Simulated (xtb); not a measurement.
Co, doublet (GFN-xTB shapes and energies of metal compounds can be far from the true ones); GFN0-xTB in xtb.

Here is a job for xtb.
```
$ xtb mol.xyz --gfn 0 --chrg 0 --uhf 1 --json

# file mol.xyz
1

Co     0.00000000     0.00000000     0.00000000
```

Question: What does xtb print? Leave out banner, timings and long lists.

Answer: 
```
   ID    Z sym.   atoms
    1   27 Co     1

           -------------------------------------------------
          |                Calculation Setup                |
           -------------------------------------------------

           -------------------------------------------------
          |                 G F N 0 - x T B                 |
           -------------------------------------------------

          ...................................................
          :                      SETUP                      :
          :.................................................:
          :  # basis functions                  10          :
          :  # atomic orbitals                   9          :
          :  # shells                            3          :
          :  # electrons                         9          :
          :  electronic temp.          300.0000000     K    :
          :  accuracy                    1.0000000          :
          :  -> integral cutoff          0.2500000E+02      :
          :  -> integral neglect         0.1000000E-07      :
          ...................................................

         :::::::::::::::::::::::::::::::::::::::::::::::::::::
         ::                     SUMMARY                     ::
         :::::::::::::::::::::::::::::::::::::::::::::::::::::
         :: total energy              -3.485956377336 Eh    ::
         :: gradient norm              0.000000000000 Eh/a0 ::
         :: HOMO-LUMO gap              5.568105000000 eV    ::
         ::.................................................::
         :: H0 energy                 -3.485956377336 Eh    ::
         :: repulsion energy           0.000000000000 Eh    ::
         :: electrostat energy         0.000000000000 Eh    ::
         :: -> Gsolv                   0.000000000000 Eh    ::
         ::    -> Gsasa                0.000000000000 Eh    ::
         ::    -> Gshift               0.000000000000 Eh    ::
         :: dispersion energy          0.000000000000 Eh    ::
         :: short-range corr.          0.000000000000 Eh    ::
         :: add. restraining           0.000000000000 Eh    ::
         :: total charge               0.000000000000 e     ::
         :::::::::::::::::::::::::::::::::::::::::::::::::::::

           -------------------------------------------------
          |                Property Printout                |
           -------------------------------------------------

    * Orbital Energies and Occupations

         #    Occupation            Energy/Eh            Energy/eV
      -------------------------------------------------------------
         1        1.8000           -0.3870644             -10.5326
         2        1.8000           -0.3870644             -10.5326
         3        1.8000           -0.3870644             -10.5326
         4        1.8000           -0.3870644             -10.5326
         5        1.8000           -0.3870644             -10.5326 (HOMO)
         6                         -0.1824403              -4.9645 (LUMO)
         7                         -0.0963220              -2.6211
         8                         -0.0963220              -2.6211
         9                         -0.0963220              -2.6211
      -------------------------------------------------------------
                  HL-Gap            0.2046241 Eh            5.5681 eV
             Fermi-level            0.0000000 Eh            0.0000 eV

     #   Z          covCN         q      C6AA      α(0)
     1  27 Co       0.000     0.000   545.199    60.791

 Mol. C6AA /au·bohr⁶  :        545.198845
 Mol. C8AA /au·bohr⁸  :      47937.106613
 Mol. α(0) /au        :         60.791031

Wiberg/Mayer (AO) data.
largest (>0.10) Wiberg bond orders for each atom

 ---------------------------------------------------------------------------
     #   Z sym  total        # sym  WBO       # sym  WBO       # sym  WBO
 ---------------------------------------------------------------------------
     1  27 Co   0.000
 ---------------------------------------------------------------------------

 dipole moment from electron density (au)
     X       Y       Z
   0.0000   0.0000   0.0000  total (Debye):    0.000

           -------------------------------------------------
          | TOTAL ENERGY               -3.485956377336 Eh   |
          | GRADIENT NORM               0.000000000000 Eh/α |
          | HOMO-LUMO GAP               5.568105000000 eV   |
           -------------------------------------------------

normal termination of xtb
```
